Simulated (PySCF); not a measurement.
## Stretching GaCl⁺

Set-up: PySCF, no relativity, basis sets Ga def2-TZVPPD, Cl def2-TZVPPD. Energies in eV from Ga⁺ + Cl in their ground configurations at the same level. State: ²Σ⁺ (doublet), unpaired electrons σ ↑.

All columns are TPSS. A positive dipole points towards Cl; it is taken about the centre of mass and depends on that origin.

```tsv
R (Å)	E (eV)	μ (D)	Mulliken charge on Ga (basis-dependent)	HOMO (eV)	LUMO (eV)	Mayer bond order	⟨S²⟩
1.807	-0.104	-1.74	0.69	-13.90	-12.26	1.70	0.75
1.891	-0.732	-2.06	0.76	-14.03	-12.43	1.61	0.75
1.975	-1.069	-2.36	0.82	-14.15	-12.59	1.52	0.75
2.038	-1.187	-2.57	0.87	-14.22	-12.70	1.45	0.75
2.101	-1.223	-2.77	0.91	-14.29	-12.79	1.38	0.75
2.164	-1.200	-2.95	0.95	-14.34	-12.88	1.31	0.75
2.248	-1.109	-3.15	0.99	-14.15	-12.97	1.21	0.76
2.353	-0.943	-3.34	1.02	-13.91	-13.04	1.08	0.76
2.479	-0.724	-3.50	1.03	-13.67	-13.08	0.91	0.76
2.647	-0.464	-3.63	1.03	-13.43	-13.05	0.69	0.76
```

A fit through these points gives, at Re = 2.104 Å, μ = -2.78 D and dμ/dR = -2.95 D/Å; the reduced mass is 23.2 u.

Problem. How strong is the fundamental in the double-harmonic approximation, I = 42.26·(dμ/dR)²/μred km/mol?

Solution. I = 42.26·(-2.95)²/23.2 = 15.9 km/mol at TPSS.

Spin–orbit coupling is left out. For an ion De counts to the pair picked by the measured ionisation energies or electron affinities, which need not be the lowest pair at this level. The state was picked by a PBE0 search and need not be the measured ground state.
